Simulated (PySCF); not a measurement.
Species: C6H10FO (doublet state).
Z-matrix (Å and degrees, GFN2-xTB geometry), rows numbered from 1:
```
F 
C   1  1.4130
C   2  1.4767  1  111.89
C   3  1.4839  2  120.18  1    75.26
C   4  1.5556  3  108.04  2   -98.94
O   5  1.4018  4  111.08  3   -54.77
C   6  1.4019  5  112.43  4    61.24
C   3  1.4839  2  120.02  1   -75.51
H   2  1.0944  1  104.76  3   121.91
H   2  1.0943  1  104.77  3  -121.71
H   4  1.0894  3  112.14  2    21.54
H   4  1.0937  3  110.57  2   143.87
H   5  1.0917  4  110.63  3  -172.56
H   5  1.0992  4  108.66  3    67.02
H   7  1.0992  6  110.58  5    58.45
H   7  1.0917  6  106.42  5   177.46
H   8  1.0893  3  112.31  2   -22.42
H   8  1.0935  3  110.64  2  -144.96
```

The hyperfine couplings belong to this conformer and change with its torsions.

The species is `FC[C]1CCOCC1` [radical].

Computed, not measured: UKS B3LYP, pcH-1 on C F H O, non-relativistic, mean-field spin-orbit, GIAO (PySCF 2.14.0). Geometry: GFN2-xTB, one conformer, isolated molecule. Couplings are sensitive to structure, and on GFN2-xTB geometries they can be far from those on DFT ones. Stability of the SCF solution: not tested.

The largest Mulliken spin populations are on C3 (+0.92), C4 (-0.07) and C8 (-0.07). No atom but C3 exceeds +0.15. The positive populations add up to 1.16 and the negative ones to -0.16, together 2S = 1. The angles at C3 add up to 353.9°, so it is slightly pyramidal.

Q: How do the β-proton couplings of this frozen conformer go with θ, the angle between the C–H bond and the normal to the plane of the spin centre's three neighbours, both seen down the bond from centre to carbon?

A: 
```
β H  on  centre  θ (°)  cos²θ   a (G)
 H9  C2      C3     62   0.21   +4.07
H10  C2      C3     63   0.21   +3.84
H11  C4      C3     83   0.01   +1.90
H12  C4      C3     39   0.60  +22.18
H17  C8      C3     82   0.02   +2.09
H18  C8      C3     40   0.58  +21.22
```

Fitting the Heller–McConnell form a = ρ(B0 + B2 cos²θ), with Mulliken ρ = 0.92, gives B0 = -0.7 G and B2 = 39.0 G, with a largest miss of 3.1 G.

Couplings in gauss use g_iso = 2.0024.
